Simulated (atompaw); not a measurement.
## Which change was made? (Ce, PAW (atompaw))

```json
{
  "Element": "cerium (Ce)",
  "Generator": "atompaw 4.2.0.5",
  "Type": "PAW",
  "Functional": "PBE",
  "Relativity": "scalar-relativistic",
  "Frozen core": "[Kr] 4d10",
  "Valence charge": "12",
  "Reference configuration": "4f1 5s2 5p6 5d1 6s1.5 6p0 (charge +0.5)",
  "Partial waves": "5s (bound): rc 2.10 bohr; 6s (bound): rc 2.75 bohr; 5p (bound): rc 2.35 bohr; 6p (bound, empty): rc 2.50 bohr; 5d (bound): rc 2.75 bohr; 5d channel at 0.5 Ry: rc 2.75 bohr; 4f (bound): rc 0.95 bohr; 4f channel at 3.35 Ry: rc 0.95 bohr",
  "Local potential": "ultrasoft scheme with l = 4 at -0.5 Ry, radius 2.25 bohr",
  "Core correction": "smooth core density matched at 1.50 bohr",
  "Augmentation charge": "sinc compensation charge, radius 2.00 bohr; PAW radius 2.75 bohr; waves and projectors: custom rrkj vanderbiltortho"
}
```

Cutoffs, loose and tight: the cutoffs (Ry, on a coarse ladder) from which the occupation-weighted sum of valence levels, in a spherical-Bessel basis at the reference potential, stays within 10 and 1 mRy of its value at 400 Ry. They see the waves, projectors and local potential, not the compensation charge or the core.

The base gives: outcome: generated; cutoff, loose: 140 Ry; cutoff, tight: 230 Ry; bound ghosts: none.

(1) After one change the result is: outcome: generated; cutoff, loose: 140 Ry; cutoff, tight: 230 Ry; bound ghosts: s. Which change was it?
A. core [Kr] 4d10 4f1, valence charge 11; reference 5s2 5p6 5d1 6s0 6p0; waves now 5s (bound): rc 2.60 bohr; 6s (bound): rc 3.00 bohr; 5p (bound): rc 2.20 bohr; 6p (bound): rc 3.00 bohr; 5d (bound): rc 3.00 bohr; 5d channel at 1.55 Ry: rc 3.00 bohr; 5f channel at 0.45 Ry: rc 3.00 bohr; 5f channel at 3.1 Ry: rc 3.00 bohr; local potential ultrasoft scheme with l = 4 at -0.5 Ry, radius 2.50 bohr; core correction smooth core density matched at 1.75 bohr; augmentation sinc compensation charge, radius 2.50 bohr; PAW radius 3.00 bohr; waves and projectors: custom rrkj vanderbiltortho
B. augmentation sinc compensation charge, radius 2.00 bohr; PAW radius 2.75 bohr; waves and projectors: custom polynom vanderbiltortho
C. local potential troulliermartins scheme with l = 4 at -0.5 Ry, radius 2.25 bohr

Answers

(1) C. The others give: augmentation sinc compensation charge, radius 2.00 bohr; PAW radius 2.75 bohr; waves and projectors: custom polynom vanderbiltortho → outcome: generated; cutoff, loose: 120 Ry; cutoff, tight: 230 Ry; bound ghosts: none | core [Kr] 4d10 4f1, valence charge 11; reference 5s2 5p6 5d1 6s0 6p0; waves now 5s (bound): rc 2.60 bohr; 6s (bound): rc 3.00 bohr; 5p (bound): rc 2.20 bohr; 6p (bound): rc 3.00 bohr; 5d (bound): rc 3.00 bohr; 5d channel at 1.55 Ry: rc 3.00 bohr; 5f channel at 0.45 Ry: rc 3.00 bohr; 5f channel at 3.1 Ry: rc 3.00 bohr; local potential ultrasoft scheme with l = 4 at -0.5 Ry, radius 2.50 bohr; core correction smooth core density matched at 1.75 bohr; augmentation sinc compensation charge, radius 2.50 bohr; PAW radius 3.00 bohr; waves and projectors: custom rrkj vanderbiltortho → outcome: generated; cutoff, loose: 15 Ry; cutoff, tight: 25 Ry; bound ghosts: f.
